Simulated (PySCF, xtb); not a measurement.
3-methylbut-1-ene (C5H10), SMILES C(=C)C(C)C.

GFN2-xTB (xtb) at its own geometry gives an orbital gap of 5.44 eV and a dipole moment of 0.41 D.

Geometry optimised at PBE0-D3(BJ)/def2-SVP. One conformer was computed; it need not be the lowest.

Q: What does PySCF with PBE/def2-TZVP give? (The exact figures need the calculation; the answer reports its results.)

A: gap 5.56 eV (levels -6.22 and -0.65 eV), dipole 0.47 D.
